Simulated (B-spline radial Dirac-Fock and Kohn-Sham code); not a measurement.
Method: ΔSCF Dirac-Fock with Breit, self-energy and vacuum polarisation, finite nucleus, configuration average. Computed with an atomic code on a B-spline grid. No correlation.

Q: Identify the element and charge state from the binding energies below (tabulated ground configuration; the least bound level is included).

```csv
level,binding energy (eV)
L3,1548.3
M1,257.7
M2,190.6
M4,67.10
N1,17.65
N2,2.83
N3,2.38
```

A: Br⁻: Z = 35 with 36 electrons, [Ar] 3d10 4s2 4p6.

Q: An atom or ion in its tabulated ground configuration has these computed binding energies (the last is its least bound level). Which is it?

```
level  binding energy (eV)
   2s              10511.7
2p3/2               9038.0
3d3/2               1903.5
3d5/2               1859.2
   4s                846.5
4d5/2                546.4
   4f                365.2
```

A: Tm¹⁶⁺: Z = 69 with 53 electrons, [Kr] 4d10 4f7.

Q: Identify the element and charge state from the binding energies below (tabulated ground configuration; the least bound level is included).

```tsv
level	binding energy (eV)
1s	49997.5
2s	9494.3
2p1/2	9062.7
2p3/2	8418.7
3s	3154.1
3p3/2	2831.1
3d5/2	2494.7
```

A: Eu³⁵⁺: Z = 63 with 28 electrons, [Ar] 3d10. The hydrogen-like estimate √(E/Ry) = 60.6 for the K level lies 2.4 below Z (screening lowers it, relativity raises it); the outermost level, at 2494.7 eV, fixes the charge.

Q: An atom or ion in its tabulated ground configuration has these computed binding energies (the last is its least bound level). Which is it?

```
level  binding energy (eV)
   1s              77746.0
   2s              19028.8
   2p              17850.0
```

A: W⁶⁹⁺: Z = 74 with 5 electrons, [He] 2s2 2p1. The hydrogen-like estimate √(E/Ry) = 75.6 for the K level lies 1.6 above Z (screening lowers it, relativity raises it); the outermost level, at 17850.0 eV, fixes the charge.

Q: Identify the element and charge state from the binding energies below (tabulated ground configuration; the least bound level is included).

| level | binding energy (eV) |
| --- | --- |
| 1s | 60278.5 |
| 2s | 11020.3 |
| 2p3/2 | 9546.0 |
| 3s | 3203.3 |
| 3p1/2 | 2983.3 |
| 3p3/2 | 2773.4 |
| 4d | 962.8 |

A: Tm²⁶⁺: Z = 69 with 43 electrons, [Kr] 4d7. The hydrogen-like estimate √(E/Ry) = 66.6 for the K level lies 2.4 below Z (screening lowers it, relativity raises it); the outermost level, at 962.8 eV, fixes the charge.
